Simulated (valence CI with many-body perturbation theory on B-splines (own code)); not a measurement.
**Level structure of Au47+**

Calculated by configuration interaction combined with many-body perturbation theory (CI+MBPT): four valence electrons over a frozen Dirac-Fock core [Ar] 3d10, a basis of 11 s, 11 p, 10 d, 8 f, 5 g, 2 h functions for each j, with the one-electron correlation potential Σ1, the two-electron term Σ2, the three-electron term Σ3, Breit, model QED; selected CI, second order for the rest, scaled by the run's own slope (own B-spline code, finite nucleus).

The last digits are not significant, and no measured levels were compared; by estimate large intervals hold to a few tenths of a per cent, small ones and those within an open d or f shell to about a per cent. Among the levels kept, up to 400 cm⁻¹ of a level comes from second order outside the variational space, and about a tenth of that is noise between levels of different J, which matters for small intervals.

Levels 136 to 180 of 185, with energies above the lowest level, (4s^2 4p1/2^2) J=0. "Leading %" is the weight of the configuration and term that name the level; weights of strongly mixed levels are sums over their largest components and can fall short. In the jj column 3d3/2^4 stands for four electrons in 3d with j = 3/2. Lifetimes count E1, E2, E3, M1 and M2 decay at the calculated energies, and are blank where another channel may lead or the interval is too uncertain; long ones can be off by a factor of two.

```csv
No.,Configuration,Term,J,E (Ry),Leading %,Second component,g,Lifetime,Leading jj
136,4s.4p2.4f,5G°,3,55.991,27,18 % 4s.4p2.4f 3D°,1.089,1.33 ps,4s 4p1/2 4p3/2 4f5/2 (69 %)
137,4s.4p2.4f,5G°,4,56.100,19,11 % 4s.4p.4d2 3F°,1.228,916 fs,4s 4p1/2 4d3/2 4d5/2 (44 %)
138,4s.4p.4d2,3P°,0,56.103,38,26 % 4s.4p.4d2 1S°,,1.88 ps,4s 4p1/2 4d3/2 4d5/2 (80 %)
139,4s.4p2.4f,5F°,2,56.194,25,16 % 4s.4p2.4f 5D°,0.975,1.53 ps,4s 4p1/2 4p3/2 4f5/2 (68 %)
140,4s.4p.4d2,5D°,3,56.260,19,12 % 4s.4p.4d2 5F°,1.184,592 fs,4s 4p1/2 4d3/2 4d5/2 (66 %)
141,4s.4p2.4f,5F°,1,56.297,63,7 % 4s.4p.4d2 3D°,0.307,1.70 ps,4s 4p1/2 4p3/2 4f5/2 (80 %)
142,4s.4p2.4f,5G°,4,56.376,31,26 % 4s.4p2.4f 3G°,1.148,1.37 ps,4s 4p1/2 4p3/2 4f5/2 (52 %)
143,4s.4p2.4f,3G°,4,56.474,28,20 % 4s.4p2.4f 5D°,1.177,3.03 ps,4s 4p1/2 4p3/2 4f7/2 (41 %)
144,4s.4p.4d2,5D°,2,56.482,17,8 % 4s.4p.4d2 5S°,1.243,527 fs,4s 4p1/2 4d3/2 4d5/2 (74 %)
145,4s.4p.4d2,3G°,3,56.551,15,15 % 4s.4p2.4f 5F°,1.086,1.14 ps,4s 4p1/2 4p3/2 4f7/2 (44 %)
146,4s.4p2.4f,5G°,5,56.595,52,31 % 4s.4p2.4f 5F°,1.279,3.07 ps,4s 4p1/2 4p3/2 4f7/2 (94 %)
147,4s.4p.4d2,5S°,2,56.823,12,10 % 4s.4p2.4f 3F°,1.243,532 fs,4s 4p1/2 4d3/2 4d5/2 (63 %)
148,4s.4p2.4f,3G°,3,56.867,22,21 % 4s.4p2.4f 5D°,1.149,1.03 ps,4s 4p1/2 4p3/2 4f7/2 (45 %)
149,4s.4p.4d2,5D°,4,57.020,26,15 % 4s.4p2.4f 1G°,1.218,1.24 ps,4s 4p1/2 4d5/2^2 (35 %)
150,4s.4p2.4f,3G°,5,57.021,46,24 % 4s.4p2.4f 5F°,1.225,1.84 ps,4s 4p1/2 4p3/2 4f7/2 (52 %)
151,4s.4p.4d2,3D°,1,57.054,15,14 % 4s.4p2.4f 3D°,0.951,652 fs,4s 4p1/2 4d3/2 4d5/2 (52 %)
152,4s.4p2.4f,3F°,3,57.100,29,9 % 4s.4p2.4f 5F°,1.111,877 fs,4s 4p1/2 4p3/2 4f5/2 (63 %)
153,4s.4p2.4f,3D°,2,57.199,33,20 % 4s.4p2.4f 5F°,0.979,1.70 ps,4s 4p1/2 4p3/2 4f7/2 (56 %)
154,4s.4p2.4f,3H°,6,57.286,57,41 % 4s.4p2.4f 5G°,1.230,3.83 ps,4s 4p1/2 4p3/2 4f7/2 (96 %)
155,4s.4p2.4f,3P°,0,57.292,53,43 % 4s.4p2.4f 5D°,,2.01 ps,4s 4p1/2 4p3/2 4f5/2 (93 %)
156,4s.4p.4d2,5G°,5,57.301,19,15 % 4s.4p.4d2 5F°,1.203,2.12 ps,4s 4p1/2 4d5/2^2 (50 %)
157,4s.4p2.4f,5D°,2,57.305,28,16 % 4s.4p2.4f 3D°,1.253,1.06 ps,4s 4p1/2 4p3/2 4f5/2 (41 %)
158,4s.4p2.4f,3F°,4,57.308,30,17 % 4s.4p2.4f 5F°,1.222,1.39 ps,4s 4p1/2 4p3/2 4f7/2 (62 %)
159,4s.4p2.4f,3P°,1,57.329,31,29 % 4s.4p2.4f 5D°,1.247,924 fs,4s 4p1/2 4p3/2 4f5/2 (61 %)
160,4s.4p2.4f,3G°,3,57.398,54,19 % 4s.4p2.4f 3D°,0.949,1.03 ps,4s 4p1/2 4p3/2 4f5/2 (58 %)
161,4s.4p2.4f,1F°,3,57.628,36,15 % 4s.4p2.4f 3F°,1.047,1.80 ps,4s 4p1/2 4p3/2 4f7/2 (51 %)
162,4s.4p2.4f,3F°,2,57.721,18,16 % 4s.4p2.4f 1D°,1.102,991 fs,4s 4p1/2 4p3/2 4f5/2 (40 %)
163,4s.4p2.4f,3H°,4,57.769,26,13 % 4s.4p2.4f 3G°,1.052,1.23 ps,4s 4p1/2 4p3/2 4f5/2 (47 %)
164,4s.4p2.4f,3F°,2,57.781,40,17 % 4s.4p2.4f 1D°,0.769,908 fs,4s 4p1/2 4p3/2 4f5/2 (81 %)
165,4s.4p2.4f,1D°,2,57.995,33,15 % 4s.4p2.4f 3D°,1.001,1.40 ps,4s 4p1/2 4p3/2 4f7/2 (58 %)
166,4s.4p2.4f,3D°,1,58.068,36,13 % 4s.4p2.4f 1P°,1.089,1.40 ps,4s 4p1/2 4p3/2 4f7/2 (56 %)
167,4s.4p2.4f,3D°,3,58.079,55,6 % 4s.4p2.4f 5G°,1.205,927 fs,4s 4p1/2 4p3/2 4f7/2 (66 %)
168,4s.4p2.4f,3D°,2,58.108,14,12 % 4s.4p2.4f 3F°,1.127,915 fs,4s 4p1/2 4d5/2^2 (36 %)
169,4s.4p2.4f,1G°,4,58.122,14,13 % 4s.4p.4d2 3G°,1.106,1.43 ps,4s 4p1/2 4p3/2 4f7/2 (49 %)
170,4s.4p2.4f,3D°,1,58.214,44,31 % 4s.4p2.4f 1P°,0.772,966 fs,4s 4p1/2 4p3/2 4f5/2 (79 %)
171,4s.4p2.4f,1F°,3,58.257,12,11 % 4s.4p.4d2 5D°,1.174,1.03 ps,4s 4p1/2 4d5/2^2 (55 %)
172,4s.4p2.4f,1H°,5,58.333,43,29 % 4s.4p2.4f 3G°,1.084,1.34 ps,4s 4p1/2 4p3/2 4f7/2 (82 %)
173,4s.4p2.4f,3F°,3,58.359,16,8 % 4s.4p.4d2 3D°,1.130,819 fs,4s 4p1/2 4d5/2^2 (38 %)
174,4s.4p2.4f,3F°,4,58.407,34,31 % 4s.4p2.4f 3G°,1.153,855 fs,4s 4p1/2 4p3/2 4f7/2 (74 %)
175,4s.4p2.4f,3G°,4,58.566,15,12 % 4s.4p.4d2 3F°,1.174,893 fs,4s 4p1/2 4p3/2 4f7/2 (41 %)
176,4p4,3P,0,58.740,56,32 % 4p4 1S,,270 fs,4p3/2^4 (87 %)
177,4s.4p2.4f,3P°,2,58.761,18,14 % 4s.4p.4d2 3F°,1.089,1.17 ps,4s 4p1/2 4p3/2 4f7/2 (50 %)
178,4s.4p.4d2,3P°,0,58.762,67,14 % 4s.4p.4d2 5D°,,1.27 ps,4s 4p1/2 4d5/2^2 (85 %)
179,4s.4p2.4f,3G°,5,58.798,21,17 % 4s.4p2.4f 3H°,1.143,1.17 ps,4s 4p1/2 4d5/2^2 (37 %)
180,4p3.4d,3F°,2,59.036,39,21 % 4p3.4d 3D°,0.974,653 fs,4p1/2 4p3/2^2 4d3/2 (78 %)
```

Where two levels of one J and parity lie close, their mixing, g and order are uncertain.
